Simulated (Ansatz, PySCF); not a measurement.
Atom: indium atom, In (charge 0, doublet).

Quantity: ionisation energy to the singlet, in eV. Conventions: open shells spin-unrestricted; LANL2DZ with its own core potentials from Na on; def2 sets with scalar-relativistic core potentials past Kr; valence correlation only (noble-gas shells and the d and f shells of earlier blocks); no spin-orbit coupling; STO-3G and 3-21G all-electron and non-relativistic; each state is the SCF solution reached for its charge and spin.

```json
[
 {"level": "HF/LANL2DZ", "program": "Ansatz", "ionisation energy to the singlet (eV)": "5.23"},
 {"level": "PBE/LANL2DZ", "program": "Ansatz", "ionisation energy to the singlet (eV)": "5.79"},
 {"level": "B3LYP/STO-3G", "program": "Ansatz", "ionisation energy to the singlet (eV)": "2.21"},
 {"level": "B3LYP/3-21G", "program": "Ansatz", "ionisation energy to the singlet (eV)": "5.49"},
 {"level": "B3LYP/LANL2DZ", "program": "Ansatz", "ionisation energy to the singlet (eV)": "5.74"},
 {"level": "M06-2X/LANL2DZ", "program": "PySCF", "ionisation energy to the singlet (eV)": "5.26"},
 {"level": "MP2/LANL2DZ", "program": "Ansatz", "ionisation energy to the singlet (eV)": "5.09"},
 {"level": "PBE0/def2-TZVPD", "program": "Ansatz", "ionisation energy to the singlet (eV)": "5.62"}
]
```

No value to compare with is used here. The 7 habitual levels span 2.21 (B3LYP/STO-3G) to 5.79 eV (PBE/LANL2DZ); PBE0/def2-TZVPD gives 5.62.

The levels are drawn from those run, B3LYP/6-31G* more often than the rest, none by its result; runs whose electronic state is in doubt are left out.

Ansatz is a program for electronic structure.
